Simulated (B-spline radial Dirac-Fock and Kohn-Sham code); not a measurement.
X-ray form factors of zirconium in several charge states

These are calculated numbers from a radial B-spline solver; the model is Dirac-Fock orbitals of the configuration average with a finite nucleus.

Configurations: Zr²³⁺ [Ne] 3s2 3p5; Zr²⁴⁺ [Ne] 3s2 3p4; Zr²⁵⁺ [Ne] 3s2 3p3. The first column is f₀ of Zr²³⁺, the others are differences from it.

| s (Å⁻¹) | Zr²³⁺ | Δ Zr²⁴⁺ | Δ Zr²⁵⁺ |
| --- | --- | --- | --- |
| 0 | 17.000 | -1.000 | -2.000 |
| 0.1 | 16.890 | -0.985 | -1.970 |
| 0.2 | 16.566 | -0.941 | -1.884 |
| 0.3 | 16.050 | -0.872 | -1.748 |
| 0.4 | 15.373 | -0.782 | -1.573 |
| 0.5 | 14.574 | -0.680 | -1.370 |
| 0.7 | 12.782 | -0.461 | -0.937 |
| 0.9 | 10.992 | -0.264 | -0.543 |
| 1.1 | 9.426 | -0.117 | -0.246 |
| 1.4 | 7.676 | -0.001 | -0.008 |
